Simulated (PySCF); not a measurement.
A GIAO shielding run with PySCF 2.14.0 with density-fitted response routines (density fitting, non-relativistic, gas phase) on `InChI=1S/CH7FSSi2/c1-4-5(2)3/h3,5H,4H2,1H3/t5-/m1/s1`:

```
$ OMP_NUM_THREADS=1 python probes_run.py task.json out

{"job": {"kind": "nmr", "xc": "PBE0", "basis": "def2-TZVP", "pop": true}, "charge": 0, "multiplicity": 1}
C      1.660616     0.951576     0.781324
Si    -0.068809     0.212656     0.814076
Si    -0.555947    -0.942000    -1.158268
F     -0.246746     0.090106    -2.388842
S     -2.587270    -1.597219    -1.179360
H      1.768241     1.620577    -0.085902
H      2.424555     0.163655     0.704522
H      1.854765     1.532144     1.695914
H     -1.105517     1.289362     0.929208
H     -0.249961    -0.721903     1.968774
H      0.230967    -2.181223    -1.413657
H     -3.084398    -0.445694    -0.675932
```

Hardware: 1 thread of an Intel Xeon 6975P-C, shared host. The job also computes population analyses, field gradients.

Question: How large is the calculation?

Answer: 66 electrons, 215 basis functions and 766 auxiliary functions.

Question: How long does it take, and how much memory does it need?

Answer: 18 s of wall time, with 13 SCF cycles and 5 response iterations; peak memory 0.97 GiB. Times on a shared host scatter by some tens of per cent.

Question: And these other runs on the same molecule and hardware: GIAO shielding at B97-2/pcSseg-2; GIAO shielding at BHandHLYP/pcSseg-2; GIAO shielding at CAM-B3LYP/pcSseg-2; GIAO shielding at LC-wPBE/pcSseg-2; GIAO shielding at PBE0/6-31G; GIAO shielding at PBE0/STO-3G?

Answer: B97-2/pcSseg-2: 299 functions, 30 s; BHandHLYP/pcSseg-2: 299 functions, 28 s; CAM-B3LYP/pcSseg-2: 299 functions, 38 s; LC-wPBE/pcSseg-2: 299 functions, 47 s; PBE0/6-31G: 71 functions, 4.9 s; PBE0/STO-3G: 44 functions, 2.4 s.
